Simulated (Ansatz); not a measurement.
Ansatz results at the PBE0-D4/def2-TZVP geometry: HOMO–LUMO gap (B3LYP/def2-TZVPP) 7.54 eV; HOMO energy (ωB97M-V/def2-TZVPP) -10.14 eV; HOMO–LUMO gap (ωB97M-V/def2-TZVPP) 12.02 eV.

Each molecule was computed in one conformer, which needn't be the lowest.

Which molecule gave them?
A. `C[N]([SiH2]Cl)[GeH2][Cl]`
B. `N[SiH2]O[Si](N)(O)O`
C. `N[SiH2]S[SiH](N)O`
D. `CO[SiH](F)CC[SiH2]F`

B. The others give `CO[SiH](F)CC[SiH2]F`: 8.39, -10.63, 12.71; `N[SiH2]S[SiH](N)O`: 7.07, -9.54, 11.29; `C[N]([SiH2]Cl)[GeH2][Cl]`: 6.99, -9.94, 11.63.

B3LYP here is the variant with VWN-RPA as its local correlation; programs differ in this.
